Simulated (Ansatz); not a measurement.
`[OH][Al]([Br])[Br]` + silanol → `[OH][Al]([Br])[O][SiH3]` + HBr at 500 K and 1 bar (ligand exchange at the Al–Br bond).

Isolated molecules relaxed with PBE0-D4/def2-TZVP in Ansatz; ΔE leaves out vibrations. CBS: MP2 limit from def2 TZ/QZ plus the TZ coupled-cluster correction, frozen cores. For Br outer-core shells are correlated without core-valence functions, which leaves a few kJ/mol of doubt a bond. Scalar relativity is left out up to krypton. Each species was taken in one conformer, which may not be the lowest.

```csv
species,CCSD(T)/CBS energy (Eh),H − E (kJ/mol),S (J/(mol·K))
`[OH][Al]([Br])[Br]`,-5464.62977,78.3,391.7
`O[SiH3]`,-366.69042,127.5,292.9
`[OH][Al]([Br])[O][SiH3]`,-3257.40041,169.6,474.0
HBr,-2573.91920,30.5,213.7
```

H − E and S are ideal-gas, rigid-rotor, harmonic terms from PBE0-D4/def2-TZVP, for one conformer and one mirror image of each species. 1 Eh = 2625.50 kJ/mol, R = 8.31446 J/(mol·K).

By hand: ΔE, ΔH, ΔS and ΔG.

ΔE = (-3257.40041) + (-2573.91920) − (-5464.62977) − (-366.69042) = 0.00058 Eh = 1.5 kJ/mol. Δ(H − E) = 169.6 + 30.5 − 78.3 − 127.5 = -5.7, so ΔH = -4.2 kJ/mol. ΔS = 474.0 + 213.7 − 391.7 − 292.9 = 3.1 J/(mol·K). ΔG = -4.2 − 500 × (3.1)/1000 = -5.8 kJ/mol.

By hand: the equilibrium constant, and the temperature at which ΔG would vanish if ΔH and ΔS stayed fixed.

log₁₀ K = −ΔG/(RT ln 10) = 0.6. ΔH and −TΔS have one sign here, so there is no such temperature.

TΔS isn't small against ΔH here. The sign of ΔG lies within the doubt. A doubt of 5 kJ/mol in ΔE shifts log₁₀ K by 0.5 here. Other conformers and mirror images would add mixing entropy, several J/(mol·K) or more a flexible species. Modes under 60 cm⁻¹, often nearly free rotors, make the harmonic entropy too high. These are equilibria of isolated gas molecules and say nothing of rates. Largest T1 diagnostic: 0.011 (customary marks: 0.02 for closed shells, 0.045 for open ones).

ΔS is within the doubt of such terms, so its sign, and with it that verdict, could turn.
